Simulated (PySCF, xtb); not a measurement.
C2H7NSi3. Atoms are numbered in the order given.

```xyz
13

C      3.3234     0.6881     0.0000
C      2.2719     0.0730     0.0000
Si     0.6653    -0.8022     0.0000
Si    -0.9829     0.0794     1.4469
N     -1.8769     0.5396     0.0000
Si    -0.9829     0.0794    -1.4469
H      4.2528     1.2278     0.0000
H      0.8783    -2.2761     0.0000
H     -0.5727     1.2330     2.3047
H     -1.7185    -0.8839     2.3243
H     -2.7760     1.0158     0.0000
H     -1.7185    -0.8839    -2.3243
H     -0.5727     1.2330    -2.3047
```
Charge 0, spin multiplicity 1.

Geometry: B3LYP-D3(BJ)/def2-SVP. This is a generated structure with no PubChem entry under its InChIKey; it may be hypothetical.

Computed with C-PCM-PBE0/def2-SVP run with PySCF.

The values are the electrostatic part of the solvation free energy, E(continuum) − E(gas) at the gas-phase geometry, in a cavity of scaled van der Waals radii (PySCF's table); cavitation and dispersion terms are not included. In vacuum the orbital gap is 6.59 eV. The dipole moment in vacuum is 0.75 D.

```tsv
solvent	ε	ΔG(elec) (kcal/mol)	dipole (D)	gap (eV)
water	78.36	-3.7	1.01	6.61
chloroform	4.71	-2.8	0.94	6.61
1-octanol	9.86	-3.3	0.98	6.61
```

For comparison, GFN2-xTB/ALPB(water) (xtb, at the GFN2-xTB geometry, all terms of that model) gives -1.0 kcal/mol.
